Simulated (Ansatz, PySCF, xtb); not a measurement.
Gas-phase reaction R1 → P1, each structure at its B3LYP-D3(BJ)/def2-TZVP stationary point, reached from a drawn start; harmonic modes at that level show minima.
R1, CHN (SMILES C#N) (charge 0, multiplicity 1, Z-matrix in Å and degrees):
```
C
N 1 1.1462
H 1 1.0667 2 180.00
```
P1, CHN (SMILES [C-]#[NH+]) (charge 0, multiplicity 1):
```xyz
3

C      1.0925     0.1875     0.0000
N     -0.0547    -0.0094     0.0000
H     -1.0378    -0.1782     0.0000
```

P less R. No zero-point or thermal terms.

Cores are frozen in the correlated methods.

Codes used: Ansatz (a program for electronic structure) with Gaussian orbitals; PySCF for the D3/D4 terms; xtb for the GFN methods. No computed number here is a measurement.

```tsv
level	reaction energy (kJ/mol)
GFN1-xTB	88.8
revPBE/def2-TZVPP	62.8
PBE0/def2-TZVPP	57.3
BHLYP-D4/def2-TZVPP	52.0
CAM-B3LYP/def2-TZVPP	55.0
wB97X-V/def2-TZVPP	54.4
wB97M-V/def2-TZVPP	51.3
CCSD/cc-pVQZ	60.4
CCSD(T)/cc-pVQZ	[?]
```

Q: Fill in the missing entries.

A: 
- CCSD(T)/cc-pVQZ, reaction energy (kJ/mol): 61.8
